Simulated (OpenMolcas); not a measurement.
**Mn+, Tc+, Re+: d5 s down the group**

| Property | Result |
| --- | --- |
| Program | OpenMolcas 26.06 |
| Method | SS-CASPT2, IPEA 0.25 Eh, imaginary shift 0.1 Eh |
| Basis | ANO-RCC-VTZP |
| Scalar Hamiltonian | DKH2, point nucleus |
| Spin-orbit coupling | state interaction with AMFI integrals over the reference wave functions, term energies averaged over their components |

Active space for each ion: 6 electrons in 6 orbitals (d s); closed shells correlated by CASPT2: Mn+ 3s 3p; Tc+ 4s 4p; Re+ 5s 5p.

Computed levels in cm-1 above 7S3:

| Level | Mn+ | Tc+ | Re+ |
| --- | --- | --- | --- |
| 5S2 | 9230 | 12590 | 19280 |
| 5G4 | 29730 | 22760 | 22840 |
| 5G5 | 29730 | 22830 | 23510 |
| 5G3 | 29730 | 22670 | 21970 |
| 5G2 | 29730 | 22610 | 21420 |
| 5G6 | 29730 | 22880 | 23760 |
| 5D4 | 34950 | 26430 | 17080 |
| 5D0 | 34960 | 26640 | 17290 |
| 5D1 | 34990 | 27060 | 17270 |
| weight of 7S in the lowest level (%) | 100 | 99 | 94 |

Mixed levels, with the weight of the term that names them: Tc+ 5D1 (69 %), Re+ 5S2 (64 %), Re+ 5G3 (73 %).

Measured, with the error of the calculation in %. Measured levels: Mn+, Re+ from NIST Handbook of Basic Atomic Spectroscopic Data.

```
Level           Mn+            Re+
  5S2   9473 (-2.5)  17224 (+11.9)
  5G4  27584 (+7.8)  20463 (+11.6)
  5G5  27571 (+7.8)  20976 (+12.1)
  5G3  27588 (+7.7)  19140 (+14.8)
  5G2  27589 (+7.7)  18846 (+13.7)
  5G6  27547 (+7.9)  20782 (+14.3)
```

Without spin-orbit coupling 5S lies 9220, 12680, 19030 cm-1 above 7S in that order; the difference to the level 5S2, of either sign, comes from spin-orbit coupling, which also lowers the zero.

Term energies are means over components that CASPT2 splits; among the terms shown or strongly mixed into the levels shown the widest spread is 160 cm-1 (4d5 5s 5G, Tc+). Terms from blocks run as CI alone lack orbitals of their own. No level of 3d6 was computed, though it lies in the active space (holds for Mn+). Configurations are named by rounded mean occupations; where the s occupation lies near a half they are strongly mixed, a name can repeat and a true partner stay unpaired (holds for Tc+). Computed and measured levels are paired by configuration, term and J; levels that our copy of the source lacks, or whose pairing is in doubt (as where it misses far off the trend of its configuration), stay unpaired and out of the deviations. Levels of configurations outside the active space are missing.
